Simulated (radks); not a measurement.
All-electron atom: Os III in [Xe] 4f14 5d6 (the NIST ground configuration).

Calculated with a radial shooting solver on a logarithmic mesh with Libxc functionals: Dirac Kohn-Sham, PBE, spin-unpolarised, spherical densities, finite nucleus; open shells fill j = l - 1/2 first; Fermi nuclear charge, rms radius 5.4126 fm.

Energy parts (eV):
| part | energy |
|---|---|
| total | -470150.31 |
| kinetic | 533396.15 |
| electron-nucleus | -1176567.84 |
| Hartree | 182284.04 |
| exchange-correlation | -9262.65 |

Orbitals (lengths in bohr, moments of r in powers of bohr; r(max) is where P^2 peaks; r(90%) holds 90 % of the orbital's charge):
| orbital | occ. | eigenvalue (eV) | r(90%) | <1/r> | r(max) | small-component weight |
|---|---|---|---|---|---|---|
| 1s1/2 | 2 | -73752.18 | 0.0323 | 90.41 | 0.01103 | 8.26e-02 |
| 2s1/2 | 2 | -12849.77 | 0.116 | 22.09 | 0.06360 | 1.88e-02 |
| 2p1/2 | 2 | -12306.10 | 0.102 | 22.06 | 0.04710 | 1.89e-02 |
| 2p3/2 | 4 | -10774.95 | 0.113 | 18.31 | 0.05415 | 1.69e-02 |
| 3s1/2 | 2 | -3002.941 | 0.284 | 8.111 | 0.1790 | 6.22e-03 |
| 3p1/2 | 2 | -2759.087 | 0.276 | 8.027 | 0.1674 | 6.17e-03 |
| 3p3/2 | 4 | -2425.192 | 0.297 | 7.055 | 0.1818 | 5.61e-03 |
| 3d3/2 | 4 | -2015.717 | 0.270 | 6.951 | 0.1421 | 5.50e-03 |
| 3d5/2 | 6 | -1943.389 | 0.276 | 6.724 | 0.1461 | 5.34e-03 |
| 4s1/2 | 2 | -646.8601 | 0.620 | 3.417 | 0.4053 | 2.07e-03 |
| 4p1/2 | 2 | -544.4051 | 0.634 | 3.308 | 0.4044 | 1.98e-03 |
| 4p3/2 | 4 | -465.9803 | 0.682 | 2.970 | 0.4344 | 1.77e-03 |
| 4d3/2 | 4 | -297.6417 | 0.722 | 2.760 | 0.4295 | 1.57e-03 |
| 4d5/2 | 6 | -283.1137 | 0.739 | 2.680 | 0.4389 | 1.51e-03 |
| 5s1/2 | 2 | -108.0702 | 1.45 | 1.347 | 0.9151 | 4.86e-04 |
| 5p1/2 | 2 | -76.5279 | 1.60 | 1.218 | 0.9753 | 4.06e-04 |
| 4f5/2 | 6 | -70.1207 | 0.902 | 2.257 | 0.4033 | 1.12e-03 |
| 4f7/2 | 8 | -67.3158 | 0.917 | 2.225 | 0.4081 | 1.10e-03 |
| 5p3/2 | 4 | -64.3360 | 1.75 | 1.098 | 1.057 | 3.46e-04 |
| 5d3/2 | 4 | -23.3966 | 2.58 | 0.7797 | 1.327 | 1.79e-04 |
| 5d5/2 | 2 | -22.2621 | 2.67 | 0.7522 | 1.368 | 1.67e-04 |

The highest occupied level is 5d5/2 at -22.262 eV. For comparison, the ionisation energy in NIST's Atomic Spectra Database is 25 eV (theoretical). In exact Kohn-Sham theory the highest level is minus the ionisation energy, but local and semilocal functionals leave it too shallow, through self-interaction and a potential that decays too fast; potentials with the right tail come closer. The electron density at the nucleus is 1.675e+06 e/bohr^3.

Beside tabulated values, note that spin-unpolarised runs miss the spin-polarisation part of the exchange energy of open shells.
